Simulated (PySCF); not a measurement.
H3N2, SMILES [NH]N, multiplicity 2. Atoms are numbered in the order given.

```xyz
5

N      0.6569    -0.3489     0.0854
N     -0.5538     0.1842    -0.1150
H      1.3217     0.4227     0.0096
H     -0.7283     1.1621     0.0764
H     -1.3151    -0.4320     0.1213
```
Charge 0, spin multiplicity 2.

Geometry optimised at PBE0-D3(BJ)/def2-TZVP. The isomer is the one that the SMILES or the coordinates give; other isomers of the formula were not compared.

All values below come from PBE/def2-TZVPD run with PySCF.

Mulliken values depend strongly on the basis, most of all with diffuse functions as here. ESP charges are fitted to the potential on shells at 1.4 to 2.0 van der Waals radii. Atomic charges (e):

```json
[
 {"atom": "N1", "Mulliken": "-0.40", "ESP fit": "-0.53", "meta-Löwdin": "?", "Mulliken spin": "0.73"},
 {"atom": "N2", "Mulliken": "-0.12", "ESP fit": "-0.40", "meta-Löwdin": "?", "Mulliken spin": "0.29"},
 {"atom": "H3", "Mulliken": "0.15", "ESP fit": "0.33", "meta-Löwdin": "?", "Mulliken spin": "-0.01"},
 {"atom": "H4", "Mulliken": "0.18", "ESP fit": "0.27", "meta-Löwdin": "?", "Mulliken spin": "0.00"},
 {"atom": "H5", "Mulliken": "0.19", "ESP fit": "0.33", "meta-Löwdin": "?", "Mulliken spin": "-0.01"}
]
```

### Question
Complete the blanks. (An estimate is asked for; the answer gives what the named calculation found.)

### Answer

- N1, meta-Löwdin: -0.39
- N2, meta-Löwdin: -0.27
- H3, meta-Löwdin: 0.20
- H4, meta-Löwdin: 0.22
- H5, meta-Löwdin: 0.25
